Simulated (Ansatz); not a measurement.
Ansatz (a program for electronic structure) input (wB97M-V/def2-TZVPD):

Ansatz 0.2 input:
```yaml
crystal:
  periodic: [false, false, false]
  atoms:
    - {symbol: In, position_ang: [-0.00000000, -0.00000000, -1.08152155]}
    - {symbol: Br, position_ang: [0.00000000, 0.00000000, 1.51413017]}
basis:
  gaussian:
    orbitals: def2-TZVPD
hamiltonian:
  xc: {name: wB97M-V}
total_charge: -1
magnetization: {spin_polarized: true, initial_magnetization: 1}
```

Output:

```
Functional definition: wB97M-V
integrals: 0.06 GiB planned
927 factors; their error is unknown
integrals: 0.10 GiB planned
207 factors; integrals over basis functions are off by at most 3.9e-5 eV
mean field: 0.91 GiB planned
mean field evaluation 1: about -75216.1664 eV, gradient 1.7e1 eV
mean field evaluation 2: about -75216.7581 eV, gradient 1.5e1 eV
mean field evaluation 4: about -75217.3403 eV, gradient 4.9e-1 eV
mean field evaluation 8: about -75217.5660 eV, gradient 1.7e-1 eV
mean field evaluation 16: about -75217.5663 eV, gradient 2.3e-4 eV
mean field -75217.56628308 eV, -2764.1945766055 hartree, gradient 4.6e-5 eV, S^2 0.753475; 2 other end points of the search recorded, 0 dependent functions left out
reference -75217.56632155 eV, -2764.1945780193 hartree; 29, 28 occupied and 84, 85 virtual orbitals, 927 factors
Total energy: -75217.56632155 eV, -2764.1945780193 hartree
```

This state (charge -1, doublet) is run at the relaxed geometry of the species with charge 0 and multiplicity 1.
